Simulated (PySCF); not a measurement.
Simulation results for GeH₄O₂Si, Ge₂H₈OSi

Computed with PySCF 2.14.0. Calculation on a computer-drawn molecule: the log of a Hartree-Fock and frozen-core CCSD(T) single point meant for a local Hartree-Fock minimum, with one planted fault or none, to be diagnosed. Offsets are logged minus clean, where the clean run is the same molecule without the fault. The reference is restricted for singlets and unrestricted otherwise, and also for a bond in bohr or an excited solution. Adding or removing an electron swaps singlet and doublet. The excited solution moves the top pair (singlet) or top alpha electron (doublet) to the lowest empty orbital. Highest occupied and lowest empty are orbital energies over both spins, largest force is the largest gradient component, triples share is (T) over the correlation energy, the T1 limit is 0.02 restricted and 0.045 unrestricted, electrons count all cores, a negative frequency is imaginary (commonest isotopes), and the dipole is about the centre of nuclear charge; on germanium a core potential holds 10 electrons, which the energies leave out, and 3d is frozen in MP2 and coupled-cluster steps.

Common to all runs: meant charge 0; meant multiplicity 1; meant basis cc-pV(D+d)Z; meant basis and core potential on germanium cc-pVDZ-PP ECP10MDF; logged SCF converged yes; possible faults no fault, one electron removed, one electron added, multiplicity raised by two, geometry at a saddle point, SCF held on an excited solution, minimal basis STO-3G, one bond length entered in bohr, all coordinates scaled.

```yaml
- entry: 1
  formula: GeH4O2Si
  logged_structure:
    atoms_angstrom:
      - [O, -1.1207, -0.2552, -0.9787]
      - [Si, 0.4596, -0.3521, -0.4932]
      - [O, 0.6922, 0.1681, 1.0595]
      - [Ge, 0.8879, -2.7701, -0.4927]
      - [H, -1.482, 0.5735, -1.2561]
      - [H, 1.2517, 0.5467, -1.3731]
      - [H, 0.7461, 1.0948, 1.2402]
      - [H, 1.7591, -2.7244, -1.8168]
  given:
    logged_electrons: 66
    logged_basis_functions: 94
    logged_spin_squared: 0.0
    "logged_highest_occupied [eV]": -5.8938
    "logged_lowest_empty [eV]": -2.1591
    "logged_largest_force [hartree/bohr]": 0.053486
    "logged_dipole_magnitude [debye]": 3.4718
    logged_SCF_stable_within_its_kind: "no"
    "logged_energy_HF [hartree]": -734.24606
    drawn_bonds_atom: [1, 2, 2, 1, 2, 3, 4]
    drawn_bonds_other_atom: [2, 3, 4, 5, 6, 7, 8]
    drawn_bonds_order: [1, 1, 1, 1, 1, 1, 1]
  results:
    planted_fault: "SCF held on an excited solution"
    "HF_energy_offset_from_clean_run [kcal/mol]": 115.6
  notes: ["coupled-cluster numbers left out as unreliable"]
- entry: 2
  formula: GeH4O2Si
  logged_structure:
    atoms_angstrom:
      - [O, -1.1207, -0.2552, -0.9787]
      - [Si, 0.4596, -0.3521, -0.4932]
      - [O, 0.6922, 0.1681, 1.0595]
      - [Ge, 0.8879, -2.7701, -0.4927]
      - [H, -1.482, 0.5735, -1.2561]
      - [H, 1.2517, 0.5467, -1.3731]
      - [H, 0.7461, 1.0948, 1.2402]
      - [H, 1.7591, -2.7244, -1.8168]
  given:
    logged_electrons: 66
    logged_basis_functions: 94
    logged_spin_squared: 2.0136
    "logged_highest_occupied [eV]": -7.7692
    "logged_lowest_empty [eV]": -0.12638
    "logged_largest_force [hartree/bohr]": 0.029983
    logged_T1_diagnostic: 0.015856
    logged_D1_diagnostic: 0.059987
    logged_triples_share: 0.022975
    logged_CC_converged: "yes"
    "logged_dipole_magnitude [debye]": 2.8136
    logged_SCF_stable_within_its_kind: "yes"
    "logged_energy_HF [hartree]": -734.40759
    "logged_energy_CCSD(T) [hartree]": -734.98869
    drawn_bonds_atom: [1, 2, 2, 1, 2, 3, 4]
    drawn_bonds_other_atom: [2, 3, 4, 5, 6, 7, 8]
    drawn_bonds_order: [1, 1, 1, 1, 1, 1, 1]
  results:
    planted_fault: "multiplicity raised by two"
    "HF_energy_offset_from_clean_run [kcal/mol]": 14.29
    "CCSD(T)_energy_offset_from_clean_run [kcal/mol]": 23.68
- entry: 3
  formula: Ge2H8OSi
  logged_structure:
    atoms_angstrom:
      - [O, 3.0206, -0.1829, -1.2359]
      - [Si, 1.8479, -1.0867, -0.4795]
      - [Ge, -0.3054, -0.0138, -0.6369]
      - [Ge, 2.9634, -1.906, 3.861]
      - [H, 3.2116, 0.686, -0.9161]
      - [H, 1.8042, -2.3667, -1.2164]
      - [H, -1.3784, -0.8424, 0.0814]
      - [H, -0.7271, 0.1686, -2.1]
      - [H, -0.2599, 1.3742, 0.021]
      - [H, 4.2837, -2.6804, 3.9564]
      - [H, 3.131, -0.585, 4.628]
      - [H, 1.867, -2.7217, 4.5582]
  given:
    logged_electrons: 94
    logged_basis_functions: 123
    logged_spin_squared: 0.9736
    "logged_highest_occupied [eV]": -8.5517
    "logged_lowest_empty [eV]": 0.82489
    "logged_largest_force [hartree/bohr]": 0.0078848
    logged_T1_diagnostic: 0.015815
    logged_D1_diagnostic: 0.065115
    logged_triples_share: 0.022609
    logged_CC_converged: "yes"
    "logged_dipole_magnitude [debye]": 1.0758
    logged_SCF_stable_within_its_kind: "yes"
    "logged_energy_HF [hartree]": -955.16313
    "logged_energy_CCSD(T) [hartree]": -955.7069
    drawn_bonds_atom: [1, 2, 2, 1, 2, 3, 3, 3, 4, 4, 4]
    drawn_bonds_other_atom: [2, 3, 4, 5, 6, 7, 8, 9, 10, 11, 12]
    drawn_bonds_order: [1, 1, 1, 1, 1, 1, 1, 1, 1, 1, 1]
  results:
    planted_fault: "one bond length entered in bohr, row 3 of the drawn bonds"
    "HF_energy_offset_from_clean_run [kcal/mol]": 51.92
    "CCSD(T)_energy_offset_from_clean_run [kcal/mol]": 65.71
```
